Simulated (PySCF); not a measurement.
# Ionisation energy of Mo+ by level of theory

Mo+ [Kr] 4d5 [4d3/2^4 4d5/2^1, M_J = 5/2] → Mo(2+) [Kr] 4d4 [4d3/2^4, M_J = 0], as a difference of total energies. Calculation: PySCF 2.14, in x2c-QZVPPall-2c (13s12p9d3f2g, 133 functions); the two-component X2C-1e Hamiltonian. Correlated levels: [Ar] 3d10 frozen; the 34 highest virtual spinors dropped. "Screened" scales the spin-orbit matrix elements by Boettger's factors to mimic the two-electron term; Breit and QED terms are absent.

```
                    method  ionisation energy (eV)
           GHF (spin-free)                  15.149
          GMP2 (spin-free)                  16.118
 GHF (screened spin-orbit)                  15.051
GMP2 (screened spin-orbit)                  16.011
```

Task: How much does correlation contribute at GMP2 (screened spin-orbit)?

Result: 16.011 − (15.051) = 0.960 eV, measured against GHF (screened spin-orbit).

The spin-free rows relax to the high-spin LS determinant and lack the spin-orbit shift.

The labels give the starting determinants; with spin-orbit coupling the two ends relaxed to ⟨J²⟩ = 8.75, ⟨L²⟩ = 0.01, ⟨S²⟩ = 8.75 and ⟨J²⟩ = 3.77, ⟨L²⟩ = 5.99, ⟨S²⟩ = 5.99.

The determinant of Mo(2+) mixes levels of different J (the jj label is only the starting occupation), so the difference between spin-free and spin-orbit rows is not the physical spin-orbit shift.

For comparison: 16.16 ± 0.12 eV (semi-empirical (NIST evaluation); NIST Atomic Spectra Database, ionization energies).
